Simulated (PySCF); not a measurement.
ZrH4, SMILES [ZrH4], multiplicity 1.

Geometry optimised at r2SCAN-D4/def2-TZVPD. The multiplicity is an assumed one; other spin states were not compared. The def2 effective core potentials stand for the cores of Zr; spin–orbit coupling is left out.

Two levels are set side by side: PBE/def2-TZVPD (PySCF) and B3LYP/def2-TZVPD (PySCF). Same geometry, gas phase. Differences are taken from unrounded values.

| quantity | PBE |
|---|---|
| orbital gap (eV) | 3.71 |
| highest occupied level (eV) | -7.20 |
| lowest empty level (eV) | -3.50 |
| mean polarisability (bohr³) | 56.5 |

### Question
These are the PBE values. What does B3LYP give? (Estimate from the structure and the level; the computed values follow.)

### Answer

```tsv
quantity	B3LYP	PBE minus B3LYP
orbital gap (eV)	5.61	-1.90
highest occupied level (eV)	-8.34	1.14
lowest empty level (eV)	-2.74	-0.76
mean polarisability (bohr³)	54.4	2.1
```

PBE's occupied levels lie high since its potential decays too fast outside the molecule; exact exchange lowers them and widens the gap. PBE's more diffuse valence density responds more strongly to a field. Differences between two approximate levels are no errors against the true value.

Rough cost on one machine, each run with all the roots and properties that it gave: B3LYP against PBE within a factor of 2.
